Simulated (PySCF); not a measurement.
**Orbital picture of HgB⁺**

BLYP at R = 2.374 Å; PySCF, scalar-relativistic core potentials, basis sets Hg cc-pVDZ-PP with ECP60, B cc-pVDZ. State: ¹Σ⁺ (singlet), closed shell. Only the outer orbitals are listed, counted within each symmetry, core potentials removing the inner ones.

```json
{"orbital": "4σ", "occ.": "2", "ε (eV)": "-18.79", "on Hg (%)": "58", "main shells (%)": "52 Hg d, 36 B s"}
{"orbital": "2π", "occ.": "2", "ε (eV)": "-17.42", "on Hg (%)": "99", "main shells (%)": "99 Hg d"}
{"orbital": "2π", "occ.": "2", "ε (eV)": "-17.42", "on Hg (%)": "99", "main shells (%)": "99 Hg d"}
{"orbital": "1δ", "occ.": "2", "ε (eV)": "-17.10", "on Hg (%)": "100", "main shells (%)": "100 Hg d"}
{"orbital": "1δ", "occ.": "2", "ε (eV)": "-17.10", "on Hg (%)": "100", "main shells (%)": "100 Hg d"}
{"orbital": "5σ", "occ.": "2", "ε (eV)": "-16.30", "on Hg (%)": "56", "main shells (%)": "45 Hg d, 43 B s, 10 Hg s"}
{"orbital": "6σ", "occ.": "2", "ε (eV)": "-13.18", "on Hg (%)": "59", "main shells (%)": "60 Hg s, 20 B p, 20 B s"}
{"orbital": "3π", "occ.": "0", "ε (eV)": "-10.61", "on Hg (%)": "8", "main shells (%)": "92 B p"}
{"orbital": "3π", "occ.": "0", "ε (eV)": "-10.61", "on Hg (%)": "8", "main shells (%)": "92 B p"}
{"orbital": "7σ", "occ.": "0", "ε (eV)": "-9.92", "on Hg (%)": "44", "main shells (%)": "57 B p, 24 Hg s, 18 Hg p"}
```

Which are the highest filled and the lowest empty level, where do they sit, and how wide is the gap?

Highest filled 6σ at -13.18 eV (in %: 60 Hg s, 20 B p, 20 B s); lowest empty 3π at -10.61 eV (in %: 92 B p); the gap at BLYP is 2.57 eV.

The bond order (Mayer) is 0.90 and the ⟨S²⟩ is 0.000. The charge on Hg (Mulliken, basis-dependent) is 0.58, the charge on Hg (Löwdin, basis-dependent) is 0.52 and the dipole moment (positive dipole points towards B; it is taken about the centre of mass and depends on that origin) is 3.98 D.

Spin–orbit coupling is left out.
